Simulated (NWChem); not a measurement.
# C$_{2}$H$_{7}$BO; SMILES CBOC

```xyz
11

B     -0.4298     0.5332     0.0018
H     -1.6321     0.3235     0.0034
C      0.1561     1.9848     0.0029
H     -0.2122     2.5396     0.8830
H     -0.2160     2.5435    -0.8732
H      1.2554     2.0105     0.0007
O      0.4043    -0.5252    -0.0002
C     -0.0385    -1.8567    -0.0013
H      0.3457    -2.3708    -0.8962
H      0.3560    -2.3754     0.8865
H     -1.1394    -1.9212     0.0048
```
Atoms are numbered in this order, from 1.

Program: NWChem. Pople sets run with spherical d functions. STO-3G and 3-21G are far too small for this property and stand as cheap habits. Structure relaxed at the PBE0/def2-SVP level. GIAO values for the isolated, static molecule; σ is the absolute isotropic shielding, δ = σ(reference) − σ with the isolated reference molecule computed at the same levels (11B: boron trifluoride, 13C: tetramethylsilane, 1H: tetramethylsilane, 17O: water).

```csv
level,δ B1 (ppm),δ H2 (ppm),δ C3 (ppm),δ H4 (rotor mean) (ppm),δ O7 (ppm),δ C8 (ppm),δ H9 (rotor mean) (ppm)
Hartree-Fock/6-31G*,37.9,5.27,6.3,0.40,109.5,53.8,3.83
Hartree-Fock/STO-3G,38.2,4.36,9.4,0.74,63.4,54.0,2.65
BHandHLYP/pcSseg-1,39.3,4.95,7.2,0.43,173.3,60.6,3.90
PBE0/pcSseg-1,38.5,?,7.5,0.45,?,?,?
```

Task: Some entries are withheld; supply them.

Result: 
- PBE0/pcSseg-1, δ H2 (ppm): 5.21
- PBE0/pcSseg-1, δ O7 (ppm): 190.2
- PBE0/pcSseg-1, δ C8 (ppm): 62.5
- PBE0/pcSseg-1, δ H9 (rotor mean) (ppm): 3.98
